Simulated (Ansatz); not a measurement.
Geometry optimisation, Ansatz, RKS PBE0/def2-SVP.

Input:

```yaml
crystal:
  periodic: [false, false, false]
  atoms:
    - { symbol: Ge, position_ang: [-0.500837, -0.204583, -0.366765] }
    - { symbol: H, position_ang: [0.12966, 0.700428, 2.159336] }
    - { symbol: H, position_ang: [0.743308, -0.906815, 0.197335] }
    - { symbol: H, position_ang: [-0.259382, 1.312294, -0.440451] }
    - { symbol: H, position_ang: [-0.830601, -0.754479, -1.766615] }
    - { symbol: S, position_ang: [-2.251293, -0.661835, 0.963003] }
    - { symbol: H, position_ang: [-3.071661, -0.983647, -0.060381] }
    - { symbol: H, position_ang: [-0.529694, 0.625836, 2.433438] }
basis:
  gaussian: { orbitals: def2-SVP }
hamiltonian:
  xc: pbe0
relax:
  f_tol: 0.03
  max_steps: 50
output:
  orbitals: {}
```

Run as:

```bash
$ ansatz run input.yaml --threads 1 --pin off --max-ram 2048MiB --backend cpu --events-out ev --progress --plain --runs-dir out
```

Q: Where does it end, and by what steps?

A: The forces met the threshold. The force dipped under the threshold on the way, but the program's further checks kept it going. After 33 steps the energy has fallen by 0.163 eV; H2 moved furthest, 1.45 Å.

| step | energy less start (eV) | largest force component (eV/Å) | accepted |
| --- | --- | --- | --- |
| 0 | 0.0000 | 1.669 | yes |
| 2 | -0.1058 | 0.153 | yes |
| 4 | -0.1111 | 0.054 | yes |
| 6 | -0.1344 | 0.132 | yes |
| 8 | -0.1476 | 0.035 | yes |
| 10 | -0.0997 | 1.182 | no |
| 12 | -0.1516 | 0.153 | yes |
| 14 | -0.1540 | 0.093 | yes |
| 16 | -0.1557 | 0.094 | yes |
| 18 | -0.1578 | 0.050 | yes |
| 20 | -0.1589 | 0.050 | yes |
| 22 | -0.1598 | 0.068 | yes |
| 24 | -0.1600 | 0.059 | no |
| 26 | -0.1614 | 0.044 | yes |
| 28 | -0.1622 | 0.024 | yes |
| 30 | -0.1627 | 0.048 | yes |
| 32 | -0.1630 | 0.036 | yes |
| 33 | -0.1631 | 0.023 | yes |

```xyz
8
Properties=species:S:1:pos:R:3
Ge -0.434 -0.514 -0.817
H -0.509 1.442 3.230
H 0.793 -1.433 -0.741
H -0.029 0.953 -0.588
H -1.128 -0.658 -2.184
S -1.778 -1.218 0.823
H -2.738 -0.296 0.585
H -0.747 0.851 2.811
```

Whether the end is a true minimum wasn't checked by a vibrational analysis.

The run took 89 s on 1 thread of Arm Neoverse V1, with other jobs on the host, peak memory 0.16 GiB.
